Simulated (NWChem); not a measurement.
## Correlation energy of C$_{2}$H$_{5}$S

```
C
H 1 1.0933
C 1 1.4848 2 120.78
H 3 1.1006 1 110.71 2 32.37
H 3 1.1042 4 107.54 1 -122.41
H 3 1.1086 4 107.25 5 -114.37
S 1 1.7343 2 112.89 3 -160.86
H 7 1.3530 1 97.59 2 -172.20
```
Charge 0, spin multiplicity 2.

Program: NWChem. All single points use one geometry, from UPBE0/def2-SVP, a minimum by its harmonic frequencies. It is one conformer; others weren't searched.

Basis set: 3-21G. Each correlation energy counts from its own Hartree-Fock reference.

The correlated methods keep 7 core orbitals frozen. The structure started from a generated list of species. No SCF solution was tested for a lower state. Open-shell Hartree-Fock references start from PBE0 orbitals. No row is a measurement; the coupled-cluster row has its own basis-set and correlation limits.

Question: Order these methods by the correlation energy they give, lowest first: UMP2, SCS-UMP2, CCSD on UHF, CCSD[T] on UHF.

Answer: CCSD[T] on UHF (-265.7 mHa), CCSD on UHF (-259.6 mHa), SCS-UMP2 (-226.8 mHa), UMP2 (-221.9 mHa)
